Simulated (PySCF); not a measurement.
## Electron correlation in Tm (thulium, neutral)

[Xe] 4f13 6s1 6p1, one real determinant (an excited configuration). Calculation: PySCF 2.14, in x2c-TZVPPall; the spin-free X2C one-electron Hamiltonian (Gaussian nucleus). Frozen: [Ar] 3d10; 41 electrons correlated.

MP2 pair energies summed by pair of shells (mhartree):

| pair | energy | share (%) |
| --- | --- | --- |
| 4f-4f | -617.10 | 34.8 |
| 4d-4f | -333.76 | 18.8 |
| 4f-5p | -264.72 | 14.9 |
| 5p-5p | -120.49 | 6.8 |
| 4d-4d | -98.88 | 5.6 |
| 4f-5s | -59.85 | 3.4 |
| 4p-4f | -50.75 | 2.9 |
| 4d-5p | -39.51 | 2.2 |
| 4p-4d | -33.69 | 1.9 |
| 5s-5p | -30.93 | 1.7 |
| 4d-5s | -20.80 | 1.2 |
| 4s-4f | -20.03 | 1.1 |
| 4s-4d | -16.83 | 0.9 |
| 5p-6s | -13.35 | 0.8 |
| 4f-6s | -9.06 | 0.5 |
| 4p-4p | -8.85 | 0.5 |
| 4p-5p | -6.57 | 0.4 |
| 5s-5s | -6.05 | 0.3 |
| 5p-6p | -4.66 | 0.3 |
| 4s-4p | -3.78 | 0.2 |
| 4p-5s | -3.51 | 0.2 |
| 4f-6p | -3.29 | 0.2 |
| 6s-6p | -1.56 | 0.1 |
| 4s-4s | -1.29 | 0.1 |
| 4d-6s | -0.79 | 0.0 |
| 5s-6s | -0.75 | 0.0 |
| 4s-5p | -0.72 | 0.0 |
| 4s-5s | -0.64 | 0.0 |
| 4d-6p | -0.32 | 0.0 |
| 5s-6p | -0.30 | 0.0 |

Total MP2 correlation energy: -1773.0 mhartree.

Same-spin part -683.89 and opposite-spin part -1089.2 mhartree; SCS-MP2 scales them by 1/3 and 6/5 to -1535.0 mhartree.

The basis was made for the ground configuration and has no added diffuse functions, which can raise the energy of the promoted electron.

The reference is one real determinant that mixes LS terms of this configuration.

This basis was not built for core-valence correlation, so the inner-shell part is incomplete.
